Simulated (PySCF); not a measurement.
Ga(I)2(OH) (GaHI2O), SMILES [OH][Ga]([I])[I].

Coordinates come from a r2SCAN-D4/def2-SVP optimisation. The structure was generated by enumeration; whether it is a known compound was not checked. The def2 effective core potentials stand for the cores of I; spin–orbit coupling is left out. The values are those of a single conformer.

Two levels are set side by side: TDDFT-PBE/def2-SVPD (PySCF) and TDDFT-CAM-B3LYP/def2-SVPD (PySCF). Vertical, same geometry. The lowest singlet is HOMO→LUMO 99 % with PBE and HOMO→LUMO 95 % with the other functional; states are paired by order. Differences are taken from unrounded values.

```json
[
 {"quantity": "lowest singlet excitation (eV)", "TDDFT-PBE": "3.93"},
 {"quantity": "lowest triplet excitation (TDA) (eV)", "TDDFT-PBE": "3.61"}
]
```

**Question.** These are the TDDFT-PBE values. What does TDDFT-CAM-B3LYP give? (Estimate from the structure and the level; the computed values follow.)

**Answer.** 
```csv
quantity,TDDFT-CAM-B3LYP,TDDFT-PBE minus TDDFT-CAM-B3LYP
lowest singlet excitation (eV),4.69,-0.76
lowest triplet excitation (TDA) (eV),4.27,-0.66
```

Functionals without exact exchange tend to place singlet excitations lower, as here. Differences between two approximate levels are no errors against the true value.

Rough cost on one machine, each run with all the roots and properties that it gave: TDDFT-CAM-B3LYP against TDDFT-PBE about 6 times.
